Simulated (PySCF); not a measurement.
H3O3Ru, SMILES [OH][Ru]([OH])[OH] (connectivity only; charge and spin as stated), neutral, multiplicity 4.

The structure is a stationary point at PBE0-D3(BJ)/def2-SVP. The multiplicity is an assumed one; other spin states were not compared. The def2 effective core potentials stand for the cores of Ru; spin–orbit coupling is left out. One conformer was computed; it need not be the lowest.

Method: TDA-LC-ωPBE/def2-SVPD (PySCF 2.14.0).

Vertical excitations. 

| state | energy (eV) | λ (nm) | f | main pairs |
|---|---|---|---|---|
| root 1 | 0.54 | 2302 | 0.000 | β HOMO→LUMO 84 % |
| root 2 | 1.22 | 1020 | 0.000 | β HOMO→LUMO+1 95 % |
| root 3 | 1.46 | 851 | 0.000 | β HOMO→LUMO+2 95 % |
| root 4 | 2.24 | 554 | 0.000 | α HOMO−2→LUMO 18 %, α HOMO−3→LUMO 12 %, β HOMO→LUMO+3 53 % |
| root 5 | 2.27 | 545 | 0.001 | α HOMO→LUMO 73 %, α HOMO−1→LUMO 15 % |
| root 6 | 2.62 | 473 | 0.000 | α HOMO−1→LUMO 73 %, α HOMO→LUMO 15 % |
| root 7 | 3.29 | 377 | 0.003 | α HOMO−2→LUMO 40 %, α HOMO−3→LUMO 20 %, β HOMO→LUMO+3 26 % |
| root 8 | 3.45 | 359 | 0.005 | α HOMO−3→LUMO 58 %, α HOMO−2→LUMO 28 % |
| root 9 | 4.24 | 293 | 0.000 | β HOMO−1→LUMO 91 % |
| root 10 | 4.50 | 276 | 0.007 | β HOMO−2→LUMO 91 % |
Unrestricted roots are not spin-pure.
